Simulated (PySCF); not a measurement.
Dipole moment and polarisability of `N#C[SiH2]S[SiH2][SiH2][SiH3]`

Species: CH9NSSi4.
Cartesian coordinates in Å at the GFN2-xTB level; atoms count from 1:
```
atom  x, y, z in Å
N1     3.213    1.050   -1.361
C2     2.831    0.173   -0.730
Si3    2.156   -1.198    0.341
S4     1.275   -0.319    2.068
Si5    0.251    1.489    1.373
Si6   -1.333    0.919   -0.224
Si7   -2.554   -1.020    0.167
H8     3.261   -2.018    0.804
H9     1.147   -1.874   -0.470
H10   -0.249    1.953    2.664
H11    1.348    2.373    0.984
H12   -0.641    0.832   -1.524
H13   -2.210    2.092   -0.359
H14   -3.439   -0.879    1.324
H15   -1.671   -2.159    0.438
H16   -3.392   -1.406   -0.971
```

Level: CAM-B3LYP/def2-SVPD (PySCF), static field, nuclei fixed, core orbitals frozen in the response. The polarisability tensor in these axes (au):

```
x   156.24   3.21   0.98
y     3.21 144.47  -2.03
z     0.98  -2.03 133.50
```

What are the eigenvalues, a third of the trace, and Δα (Δα² = ½Σ(αi − αj)² over the three pairs)?

Principal values 133.03, 144.11 and 157.07 au; mean 144.74 au = 21.45 Å³ = 23.86 × 10⁻⁴⁰ C²·m²/J; Δα = 20.83 au (14 % of the mean).

What is the dipole moment, and where does it point?

(-2.22, -1.59, 0.77) D, 2.84 D in size, pointing from the negative to the positive side. Measured along this direction, the outermost atoms are N1 at the negative end and H14 at the positive end.

Molar refractivity from α?

Lorentz–Lorenz: R = (4π/3)N_A α = 2.5225 cm³/(mol·Å³) × 21.45 Å³ = 54.1 cm³/mol, in the limit of long wavelengths.

Refractivity n − 1 of an ideal gas of it at 400 K and 1 atm, from the electronic α?

N = p/kT = 1.8347 × 10¹⁹ cm⁻³, so n − 1 = 2π × N × 21.45 × 10⁻²⁴ cm³ = 2472 × 10⁻⁶ at long wavelengths, for an ideal gas.

Orientational against electronic polarisability at 350 K (dilute gas, rigid molecules)?

In Gaussian units μ²/3kT = 55.75 Å³ against 21.45 Å³, a ratio of 2.60; the Debye molar polarisation (4π/3)N_A(α + μ²/3kT) is 194.7 cm³/mol, leaving out the vibrational part.

Isolated species at its GFN2-xTB geometry (one conformer only).
